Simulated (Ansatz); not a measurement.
Process, species as SMILES: Cl[Se]Cl + H+ → Cl[SeH+]Cl
B3LYP-D3(BJ)/def2-TZVP geometries, fixed; electronic energies without zero-point terms; positive where energy is released.
Largest species:
```
Se
H 1 1.4938
Cl 1 2.1264 2 95.40
Cl 1 2.1264 2 95.40 3 105.25
```
Charge +1, spin multiplicity 1.

The proton affinity at MP2 with Ansatz (a program for electronic structure), in kcal/mol, split into its Hartree-Fock and correlation parts. Cores are frozen (with 3d on Ga to Br). The proton sits at the site shown, which need not be the one that binds it best. No added dispersion term, no relativity. Functions are those of the species that has most.

```json
[
 {"basis": "aug-cc-pV(D+d)Z", "X": "2", "functions": "109", "Hartree-Fock": "163.66", "MP2": "165.25"},
 {"basis": "aug-cc-pV(T+d)Z", "X": "3", "functions": "192", "Hartree-Fock": "166.55", "MP2": "167.29"},
 {"basis": "aug-cc-pV(Q+d)Z", "X": "4", "functions": "317", "Hartree-Fock": "166.97", "MP2": "166.80"}
]
```

Worked estimate of the basis-set limit from each neighbouring pair, with Hartree-Fock from the larger set and the correlation part extrapolated as X^-3.
Correlation parts: X = 2: 1.59, X = 3: 0.74, X = 4: -0.17.
- (2,3): (27·(0.74) - 8·(1.59))/19 = 0.38; with Hartree-Fock 166.55 the estimate is 166.93 kcal/mol.
- (3,4): (64·(-0.17) - 27·(0.74))/37 = -0.83; with Hartree-Fock 166.97 the estimate is 166.14 kcal/mol.
The last two estimates differ by 0.80 kcal/mol; the largest set lies 0.66 from the last. Over the last step Hartree-Fock moves by 0.42 and the correlation part by -0.91.
